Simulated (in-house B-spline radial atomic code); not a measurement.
A radial electron density 4πr²n(r) was computed for an atom or ion in its tabulated ground configuration with a B-spline radial code for spherical atoms; method: Dirac-Hartree-Fock, average of configuration. Columns: r (bohr), 4πr²n(r) (electrons per bohr), bar.

```
  0.0021   0.7499 #
 0.00249    1.026 #
 0.00297    1.412 ##
 0.00353    1.922 ##
  0.0042    2.607 ###
 0.00499    3.502 ####
 0.00594    4.683 ######
 0.00706    6.186 #######
  0.0084    8.092 ##########
 0.00999    10.44 #############
  0.0119    13.27 ################
  0.0141    16.45 ####################
  0.0168    20.07 ########################
    0.02    23.82 #############################
  0.0238    27.39 #################################
  0.0283    30.37 #####################################
  0.0336    32.31 #######################################
    0.04    32.89 ########################################
  0.0476    31.98 ######################################
  0.0566    29.92 ####################################
  0.0673    27.56 #################################
    0.08    26.06 ###############################
  0.0952    26.49 ################################
   0.113    29.14 ###################################
   0.135    33.26 ########################################
    0.16    36.45 ############################################
   0.191    36.55 ############################################
   0.227    32.29 #######################################
    0.27    24.77 ##############################
   0.321    17.15 #####################
   0.381    12.69 ###############
   0.453    12.37 ###############
   0.539    14.31 #################
   0.641    15.21 ##################
   0.763    13.16 ################
   0.907    8.942 ###########
    1.08    4.628 ######
    1.28    1.831 ##
    1.53   0.4908 #
    1.82  0.09306 
    2.16  0.01186 
    2.57 0.0009079
```

Question: Which atom or ion is it?
A. Co9+
B. Fe8+
C. Co8+
D. Mn8+

Answer: C. The area under the curve, ∫4πr²n dr = ∫r·4πr²n d(ln r) on this logarithmic grid, is 19 electrons, which only this option has. The configuration is [Ar] 3d1.
